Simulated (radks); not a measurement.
Correlation energies from several functionals, in hartree. Species: H 1s1; Li [He] 2s1; Ca2+ [Ar]. Calculated with a radial shooting solver on a logarithmic mesh with Libxc functionals: non-relativistic Kohn-Sham, PBE, spin-polarised, spherical densities, point nucleus. Every spin shell is full or empty, so the densities are truly spherical. Functionals are evaluated on that one density, not self-consistently.

| functional | H | Li | Ca2+ |
|---|---|---|---|
| PW92 | -0.021956 | -0.15072 | -1.5128 |
| PZ | -0.022096 | -0.15009 | -1.5100 |
| Wigner | 0 | -0.10418 | -0.94684 |
| PBE | -0.0057073 | -0.051003 | -0.74050 |
| LYP | 0 | -0.053766 | -0.78864 |
| OP (B88) | 0 | -0.061891 | -0.76809 |
| revTPSS | 0 | -0.052254 | -0.76067 |
| SCAN | 0 | -0.045993 | -0.72439 |
| B95 | 0 | -0.054075 | -0.87940 |
